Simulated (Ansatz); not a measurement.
Ansatz (a program for electronic structure) input (RPA@PBE/cc-pV(T+d)Z):
A basis named .json is the Basis Set Exchange file of that set.

Ansatz 0.2 input:
```yaml
crystal:
  periodic: [false, false, false]
  atoms:
    - {symbol: Si, position_ang: [0.39808670, 0.07294075, -0.17096364]}
    - {symbol: C, position_ang: [-0.62785549, -1.03391720, -1.30124093]}
    - {symbol: C, position_ang: [-0.49081229, 1.69762596, 0.18326114]}
    - {symbol: N, position_ang: [0.55683145, -0.76032575, 1.34762536]}
    - {symbol: H, position_ang: [-0.76366907, -0.56800183, -2.27886289]}
    - {symbol: H, position_ang: [-1.61443620, -1.21043572, -0.86144123]}
    - {symbol: H, position_ang: [-0.14643101, -2.00098120, -1.45900385]}
    - {symbol: H, position_ang: [-1.47839809, 1.50107389, 0.61217327]}
    - {symbol: H, position_ang: [-0.62104369, 2.27480527, -0.73389261]}
    - {symbol: H, position_ang: [0.07013921, 2.31569331, 0.88696393]}
    - {symbol: H, position_ang: [0.93384438, -0.27035499, 2.14574381]}
    - {symbol: H, position_ang: [0.86096722, -1.72294153, 1.35631176]}
basis:
  gaussian:
    orbitals: cc-pV_T+d_Z.json
hamiltonian:
  xc: pbe
magnetization: {spin_polarized: true, initial_magnetization: 1}
correlation: {method: rpa, electrons: outside_noble_gas}
```

End of the output:

```
integrals: 0.48 GiB planned
1357 factors; integrals over basis functions are off by at most 1.5e-3 eV
0.32 GiB of the device are held for the grids
1.30 GiB of device memory are held for the factors and their scratch space
mean field: 1.38 GiB planned
mean field evaluation 1: about -11542.2945 eV, gradient 7.4e1 eV
mean field evaluation 2: about -11542.2892 eV, gradient 7.4e1 eV
mean field evaluation 4: about -11561.9250 eV, gradient 2.5e1 eV
mean field evaluation 8: about -11564.9536 eV, gradient 5.5e-1 eV
mean field evaluation 16: about -11564.9532 eV, gradient 1.8e-4 eV
mean field evaluation 32: about -11539.1885 eV, gradient 5.5e1 eV
mean field -11564.95322834 eV, -425.0041921346 hartree, gradient 2.2e-6 eV, S^2 0.751811; 0 other end points of the search recorded, 0 dependent functions left out
8 core orbitals not correlated
reference -11532.50281757 eV, -423.8116615344 hartree; 13, 12 occupied and 220, 221 virtual orbitals, 1357 factors
Total energy: -11564.21159532 eV, -424.9769376238 hartree
```

It need not be the lowest isomer of its formula.
